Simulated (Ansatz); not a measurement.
`[OH][Ti]([OH])([Cl])[Cl]` + HCl → `[OH][Ti]([Cl])([Cl])[Cl]` + H₂O at 600 K and 1 bar (ligand exchange at a Ti–O bond).

Isolated molecules relaxed with PBE0-D4/def2-TZVP in Ansatz; ΔE leaves out vibrations. CBS: MP2 limit from def2 TZ/QZ plus the TZ coupled-cluster correction, frozen cores. This one scheme is used for every species. For Ti outer-core shells are correlated without core-valence functions, which leaves a few kJ/mol of doubt a bond. Scalar relativity is left out up to krypton. Each species was taken in one conformer, which may not be the lowest.

| species | CCSD(T)/CBS energy (Eh) | H − E (kJ/mol) | S (J/(mol·K)) |
| --- | --- | --- | --- |
| `[OH][Ti]([OH])([Cl])[Cl]` | -1920.27279 | 136.9 | 470.3 |
| HCl | -460.38127 | 35.4 | 207.2 |
| `[OH][Ti]([Cl])([Cl])[Cl]` | -2304.28409 | 102.0 | 464.6 |
| H₂O | -76.37941 | 76.8 | 212.8 |

H − E and S are ideal-gas, rigid-rotor, harmonic terms from PBE0-D4/def2-TZVP, for one conformer and one mirror image of each species. 1 Eh = 2625.50 kJ/mol, R = 8.31446 J/(mol·K).

Problem. By hand: ΔE, ΔH, ΔS and ΔG.

Solution. ΔE = (-2304.28409) + (-76.37941) − (-1920.27279) − (-460.38127) = -0.00944 Eh = -24.8 kJ/mol. Δ(H − E) = 102.0 + 76.8 − 136.9 − 35.4 = 6.5, so ΔH = -18.3 kJ/mol. ΔS = 464.6 + 212.8 − 470.3 − 207.2 = -0.1 J/(mol·K). ΔG = -18.3 − 600 × (-0.1)/1000 = -18.2 kJ/mol.

Problem. By hand: the equilibrium constant, and the temperature at which ΔG would vanish if ΔH and ΔS stayed fixed.

Solution. log₁₀ K = −ΔG/(RT ln 10) = 1.6. ΔG = 0 at ΔH/ΔS = 183000 K, far beyond where these terms or the molecules hold.

The number of gas molecules stays the same, so ΔS is small and ΔH decides. A doubt of 5 kJ/mol in ΔE shifts log₁₀ K by 0.4 here. Other conformers and mirror images would add mixing entropy, several J/(mol·K) or more a flexible species. These are equilibria of isolated gas molecules and say nothing of rates. Largest T1 diagnostic: 0.024 (customary marks: 0.02 for closed shells, 0.045 for open ones).
